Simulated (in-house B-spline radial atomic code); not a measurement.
The numbers below are computed, except where a source is named.
Ne in an electron gas of r_s = 2.4: phase shifts, screening, friction and resistivity

A nucleus sits in a uniform electron gas with a rigid positive background. The Kohn-Sham equations are solved self-consistently in the spin-unpolarised LDA (PW92), non-relativistic, on B-splines with outgoing waves at the boundary and partial waves to l = 8. The model has no lattice, no bands and no magnetic solution. Atomic units; δ_l are the phase shifts at the Fermi level, counted so that each bound state adds π, and good to about 0.0005.

The density parameter is r_s = 2.4 bohr, near that of the valence electrons of In (3 per atom, density 7.31 g/cm³, mass 114.82 u, which gives r_s = 2.41).

| l | δ_l (rad) |
| --- | --- |
| 0 | 5.6732 |
| 1 | 3.0668 |
| 2 | 0.1352 |
| 3 | 0.0191 |
| 4 | 0.0023 |
| 5 | 0.0003 |
| 6 | 0.0000 |
| 7 | 0.0000 |
| 8 | 0.0000 |

Bound levels below the band bottom (hartree): s -30.09, s -1.161, p -0.337.

Problem. Check the Friedel sum rule, and say where the screening charge sits.

Solution. k_F = (9π/4)^(1/3)/r_s = 0.79965. The rule is Z = (2/π) Σ (2l + 1) δ_l. The terms are s 3.612, p 5.857, d 0.430, f 0.085 and 0.015 beyond, in all 10.000 against Z = 10. Bound states hold 4 s, 6 p, 0 d electrons, so the scattering states carry 0.00 in all; where a term is smaller than its bound count, the bound level has drawn weight out of the band.

Problem. Find the transport cross section and the electronic stopping of a 2 keV Ne ion (mass 20.18 u).

Solution. σ_tr = (4π/k_F²) Σ (l + 1) sin²(δ_l − δ_(l+1)). The terms for l = 0 to 3 are 0.2601, 0.0869, 0.0403, 0.0011, all together 0.3884, so σ_tr = 19.652 × 0.3884 = 7.633 bohr². With n = 3/(4π r_s³) = 0.01727, the friction coefficient is Q = n k_F σ_tr = 0.1054. For v well below v_F = 0.800, dE/dx = Q v; with 24801 eV per u at v = 1, v = √(2000/(24801 × 20.18)) = 0.0632, so dE/dx = 0.00666 hartree/bohr = 3.43 eV/nm. The largest term couples the s and p waves.

Problem. What residual resistivity would 1 atomic per cent of such centres give in In?

Solution. Δρ = k_F n_i σ_tr/n in atomic units of 21.74 μΩ·cm. With one host atom per 3 electrons, n_i/n = 0.01/3, so Δρ = 0.7996 × 0.00333 × 7.633 × 21.74 = 0.44 μΩ·cm. This is an atom added to the gas, as on an interstitial site.

Problem. On a substitutional site the background of one host ion, a sphere holding 3 charges, is taken out. The phase shifts for l = 0 to 4 become 4.8780, 2.4846, -0.1793, -0.0481, -0.0093. What follows?

Solution. The Friedel sum is now 7.00, for Z − 3 = 7. The sum in σ_tr is 0.9432, so σ_tr = 18.54 bohr² and Δρ = 1.07 μΩ·cm per atomic per cent, 2.43 times the value above. A real host ion scatters too, so this model doesn't give zero even for the host's own atom.
